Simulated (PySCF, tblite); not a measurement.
Isomers of C6H7N2O (doublet state), one GFN2-xTB conformer each. Single-point energies are computed at B3LYP/pcH-1 (PySCF, gas phase, no added dispersion term), electronic only. GFN2-xTB treats the open shell by occupation alone, and not every SCF solution was tested for stability.

| SMILES | GFN2-xTB relative energy (kJ/mol) |
| --- | --- |
| C=NC1=C[C@@H]([CH]N)C1=O | 0.0 |
| C=NC1=C[C@@H](C[NH])C1=O | 70.2 |

Conformers: `[CH2:1]=[N:2][C:3]1=[CH:4][C@@H:5]([CH:6][NH2:7])[C:8]1=[O:9]` (doublet state) with C1–N2–C3–C4 37°, C4–C5–C6–N7 -151°, C5–C6–N7–H -15° and -160°; `[CH2:1]=[N:2][C:3]1=[CH:4][C@@H:5]([CH2:6][NH:7])[C:8]1=[O:9]` (doublet state) with C1–N2–C3–C4 -115°, C4–C5–C6–N7 32°, C5–C6–N7–H -15°.

Question: What does B3LYP/pcH-1 give for the same structures?

Answer: 
| SMILES | B3LYP/pcH-1 E (Eh) | B3LYP/pcH-1 (kJ/mol) | GFN2-xTB (kJ/mol) | point group |
| --- | --- | --- | --- | --- |
| C=NC1=C[C@@H]([CH]N)C1=O | -417.46513 | 0.0 | 0.0 | C1 |
| C=NC1=C[C@@H](C[NH])C1=O | -417.44503 | 52.8 | 70.2 | C1 |

Both levels put the same isomer lowest. 

Question: What happens when harmonic zero-point energies from GFN2-xTB frequencies are added?

Answer: 
```
                  SMILES  ZPE (kJ/mol)  electronic (kJ/mol)  with ZPE (kJ/mol)
C=NC1=C[C@@H]([CH]N)C1=O         304.7                  0.0                0.0
C=NC1=C[C@@H](C[NH])C1=O         303.1                 52.8               51.2
```

The zero-point energies span 1.6 kJ/mol. The order is unchanged.
